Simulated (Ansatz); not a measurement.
`C=C[Si@@H](N)O[Si@H](N)Cl` + H₂ → `C=C[SiH2]N` + `N[SiH](O)Cl`  (hydrogenolysis of the Si–O bond)

Computed with Ansatz on PBE0-D4/def2-TZVP structures; ΔE is electronic, products minus reactants. CBS: MP2 limit from def2 TZ/QZ plus the TZ coupled-cluster correction, frozen cores. This one scheme is used for every species. DFT in def2-TZVPP. One conformer a species, not always the lowest.

```csv
level,ΔE (kJ/mol),difference from CCSD(T)/CBS
LDA (SPW92),105.1,-12.4
BLYP-D4,119.8,2.3
r2SCAN-D4,118.2,0.7
B97M-V,115.5,-2.0
r2SCANh-D4,118.0,0.5
ωB97M-V,115.8,-1.7
PBE,94.8,-22.7
BLYP,96.8,-20.7
r2SCANh,113.2,-4.3
LC-ωPBE,101.2,-16.3
CCSD(T)/CBS,117.5,0
```

Largest T1 diagnostic among the species: 0.011.

In def2-TZVPP, CCSD(T) changes the Hartree–Fock value by +10.4 kJ/mol (the triples alone add +3.2 kJ/mol) and MP2 by +16.1 kJ/mol. From BLYP to BHLYP (50 % exact exchange), in def2-TZVPP and without D4, ΔE moves by +9.8 kJ/mol. The D4 term adds +19.1 kJ/mol with B3LYP and +11.5 kJ/mol with PBE0; it sums over pairs of atoms, weighted by their polarisabilities, and B3LYP, whose exchange is more repulsive, gets the larger term.

B3LYP here is the variant with VWN-RPA as its local correlation; programs differ in this.
